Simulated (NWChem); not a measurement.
CH4AlCl; SMILES [Cl][AlH][CH3]

Results from NWChem. All runs use the structure optimised with B3LYP/6-31G* (spherical d). Ions are spin-unrestricted doublets at the neutral geometry; other ion states weren't tried.

| level | vertical ionisation energy, ΔSCF (eV) | −ε(HOMO) (eV) | ΔSCF minus −ε(HOMO) (eV) |
|---|---|---|---|
| B3LYP/aug-cc-pVDZ | 10.32 | 8.03 | 2.29 |
| PBE/aug-cc-pVDZ | 9.98 | 6.97 | 3.01 |
| Hartree-Fock/aug-cc-pVDZ | 10.05 | 11.31 | -1.26 |
| r2SCAN/aug-cc-pVDZ | ___ | ___ | ___ |

Q: What belongs in the gaps?

A: 
- r2SCAN/aug-cc-pVDZ, vertical ionisation energy, ΔSCF (eV): 10.16
- r2SCAN/aug-cc-pVDZ, −ε(HOMO) (eV): 7.26
- r2SCAN/aug-cc-pVDZ, ΔSCF minus −ε(HOMO) (eV): 2.90
